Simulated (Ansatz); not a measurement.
`C[NH][GeH2][CH3]` + HBr → `[CH3][GeH2][Br]` + CH₃NH₂ at 500 K and 1 bar (ligand exchange at a Ge–N bond).

Isolated molecules relaxed with PBE0-D4/def2-TZVP in Ansatz; ΔE leaves out vibrations. CCSD(T)/CBS adds triple-zeta CCSD(T) − MP2 to the extrapolated MP2 energy (def2 sets, frozen cores). For Br, Ge outer-core shells are correlated without core-valence functions, which leaves a few kJ/mol of doubt a bond. Scalar relativity is left out up to krypton. One conformer a species, not always the lowest.

```json
{"species": "`C[NH][GeH2][CH3]`", "CCSD(T)/CBS energy (Eh)": "-2212.33836", "H − E (kJ/mol)": "328.5", "S (J/(mol·K))": "420.1"}
{"species": "HBr", "CCSD(T)/CBS energy (Eh)": "-2573.91920", "H − E (kJ/mol)": "30.5", "S (J/(mol·K))": "213.7"}
{"species": "`[CH3][GeH2][Br]`", "CCSD(T)/CBS energy (Eh)": "-4690.53762", "H − E (kJ/mol)": "176.4", "S (J/(mol·K))": "373.6"}
{"species": "CH₃NH₂", "CCSD(T)/CBS energy (Eh)": "-95.75281", "H − E (kJ/mol)": "191.8", "S (J/(mol·K))": "270.3"}
```

H − E and S are ideal-gas, rigid-rotor, harmonic terms from PBE0-D4/def2-TZVP, for one conformer and one mirror image of each species. 1 Eh = 2625.50 kJ/mol, R = 8.31446 J/(mol·K).

Question: By hand: ΔE, ΔH, ΔS and ΔG.

Answer: ΔE = (-4690.53762) + (-95.75281) − (-2212.33836) − (-2573.91920) = -0.03287 Eh = -86.3 kJ/mol. Δ(H − E) = 176.4 + 191.8 − 328.5 − 30.5 = 9.2, so ΔH = -77.1 kJ/mol. ΔS = 373.6 + 270.3 − 420.1 − 213.7 = 10.1 J/(mol·K). ΔG = -77.1 − 500 × (10.1)/1000 = -82.1 kJ/mol.

Question: By hand: the equilibrium constant, and the temperature at which ΔG would vanish if ΔH and ΔS stayed fixed.

Answer: log₁₀ K = −ΔG/(RT ln 10) = 8.6. ΔH and −TΔS have one sign here, so there is no such temperature.

The number of gas molecules stays the same, so ΔS is small and ΔH decides. A doubt of 5 kJ/mol in ΔE shifts log₁₀ K by 0.5 here. Other conformers and mirror images would add mixing entropy, several J/(mol·K) or more a flexible species. These are equilibria of isolated gas molecules and say nothing of rates. Largest T1 diagnostic: 0.010 (customary marks: 0.02 for closed shells, 0.045 for open ones).

ΔS is within the doubt of such terms, so its sign, and with it that verdict, could turn.
